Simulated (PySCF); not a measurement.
# Kr²⁺: excitation energy

Kr²⁺ [Ar] 3d10 4s2 4p4 (3P) → Kr²⁺ [Ar] 3d10 4s2 4p3 5s1 (5S), as a difference of total energies. All numbers are calculated (PySCF 2.14, scalar relativity by spin-free X2C-1e, in x2c-QZVPPall with one added diffuse shell each of s, p, d, f type (12s9p6d5f1g, 113 functions)). Correlated levels: valence: [Ar] 3d10 frozen; valence and next inner shell: [Ne] frozen. The calculations carry no spin-orbit coupling.

```tsv
method	excitation energy (eV)
UHF	17.160
LDA	17.672
PBE	17.511
PBE0	17.690
r2SCAN	18.110
MN15	17.841
CAM-B3LYP	17.913
M06-L	18.363
ROHF	17.033
MP2 (valence)	17.498
SCS-MP2 (valence)	17.769
MP2 (valence and next inner shell)	17.558
SCS-MP2 (valence and next inner shell)	17.801
```

Question: How much does correlation contribute at MP2 (valence and next inner shell)?

Answer: 17.558 − (17.160) = 0.398 eV, measured against UHF.

A first-order spin-orbit estimate (lowest level to lowest level, LS coupling) adds 0.239 eV.

The promoted electron is Rydberg-like, and one or two diffuse shells describe it only roughly, which tends to raise the upper state.
